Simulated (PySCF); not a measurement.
**Optical rotation: `InChI=1S/C7H3F/c1-3-5-6-7(8)4-2/h1-2,5H`**

Geometry (Å), atoms numbered from 1 in this order:
```xyz
11

C    -3.131    0.936   -0.065
C    -2.251    0.127    0.051
C    -1.232   -0.842    0.188
C     0.010   -0.623   -0.140
C     1.257   -0.394   -0.456
F     1.724   -0.662   -1.708
C     2.216    0.123    0.446
C     3.063    0.556    1.179
H    -3.897    1.645   -0.164
H    -1.540   -1.800    0.595
H     3.788    0.937    1.833
```

Computed with PySCF, TDDFT PBE0/aug-cc-pVDZ circular dichroism and optical rotation, one conformer, gas phase. Geometry: GFN2-xTB.

No stereocentre is labelled: unless the shape is locked (an allene, a helicene, a hindered biaryl), the mirror image is equally populated and a measured rotation or CD is zero.

Q: What is the specific rotation at 633, 589.3, 546, 436, 405, 365, 355 nm?

A: [α] in deg dm⁻¹ (g/mL)⁻¹:
| λ (nm) | origin-invariant length gauge | modified velocity gauge | length gauge (centre of mass) | isotropic polarisability (au) |
| --- | --- | --- | --- | --- |
| 633 | +610.9 | +594.7 | +611.1 | 98.7 |
| 589.3 | +726.0 | +706.6 | +726.1 | 99.7 |
| 546 | +877.5 | +854.1 | +877.8 | 100.8 |
| 436 | +1604.7 | +1560.4 | +1605.2 | 106.2 |
| 405 | +1992.4 | +1935.8 | +1993.2 | 108.9 |
| 365 | +2741.2 | +2655.2 | +2742.6 | 114.1 |
| 355 | +2981.9 | +2883.2 | +2983.7 | 115.8 |

The shortest wavelength is close to the first absorption, where this undamped response comes out too large.

Q: And for the mirror image at 589.3 nm?

A: -726.0 deg dm⁻¹ (g/mL)⁻¹ (origin-invariant length gauge): the same size and the opposite sign.

Q: What is the molar rotation [Φ] = [α]·M/100 of the geometry above at 589.3 nm?

A: With M = 106.10 g/mol, +770.3 deg cm² dmol⁻¹ (origin-invariant length gauge).

The first excitation lies at 4.00 eV (310 nm) with R = -1.9 × 10⁻⁴⁰ esu² cm² (velocity form).
